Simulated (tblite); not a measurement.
Run record: tight-binding relaxation, `CC(C)[C@@]1(F)C[C@@H]1C(=O)Br`.

Computed with GFN2-xTB geometry optimisation, gas phase (tblite 0.8.0). Start geometry: from a force field or distance geometry. The input is one job of a driver script: a line of settings, then coordinates in Å.

Command:
```bash
OMP_NUM_THREADS=1 python probes_run.py task.json out
```

Input:
```
{"job": {"kind": "relax", "xc": "GFN2-xTB", "basis": "xTB"}, "charge": 0, "multiplicity": 1}
C     -2.236200    -0.401900     0.044100
C     -0.894400    -0.036800    -0.572800
C     -0.915600     1.364700    -1.148400
C      0.194800    -0.136300     0.472100
F      0.037200     0.682500     1.595500
C      0.819600    -1.477500     0.777400
C      1.619500    -0.411400     0.051400
C      2.739400     0.274500     0.739800
O      3.611100    -0.342900     1.336600
Br     2.897900     2.160800     0.598600
H     -2.235500    -1.418000     0.449500
H     -3.041100    -0.349000    -0.706900
H     -2.511400     0.281600     0.873900
H     -0.682500    -0.746700    -1.382500
H     -1.126400     2.127200    -0.376300
H     -1.705800     1.454100    -1.904900
H      0.035500     1.622900    -1.613700
H      1.071300    -1.695600     1.814300
H      0.504700    -2.341200     0.221600
H      1.812900    -0.600200    -0.990000
```

Output:
```
step      E/eV     max force
  0    -896.42580    3.404
  1    -896.48490    4.287
  2    -896.58072    0.739
  3    -896.59707    0.534
  4    -896.61591    0.246
  5    -896.62047    0.244
  6    -896.62944    0.228
  7    -896.63425    0.188
  8    -896.63771    0.129
  9    -896.63998    0.115
... (97 lines left out)
107    -896.82276    0.020
108    -896.82281    0.018
109    -896.82286    0.019
110    -896.82292    0.014
111    -896.82296    0.014
112    -896.82301    0.015
113    -896.82306    0.021
114    -896.82310    0.014
115    -896.82313    0.015
116    -896.82314    0.007
```

«max force» is the largest atomic force in eV/Å.

From which step on does the largest force stay under 0.1 eV/Å, and how much energy is left to gain from there?

From step 48 (0.092 eV/Å), 11.1 meV above the end.

Summary of the converged run: energy lowered by 9.2 kcal/mol over 116 steps; largest atomic force 0.007 eV/Å at the end.

Run on one thread of an Arm Neoverse V1 (shared host).
Labels such as C1 count atoms from 1, the log's own numbers from 0.
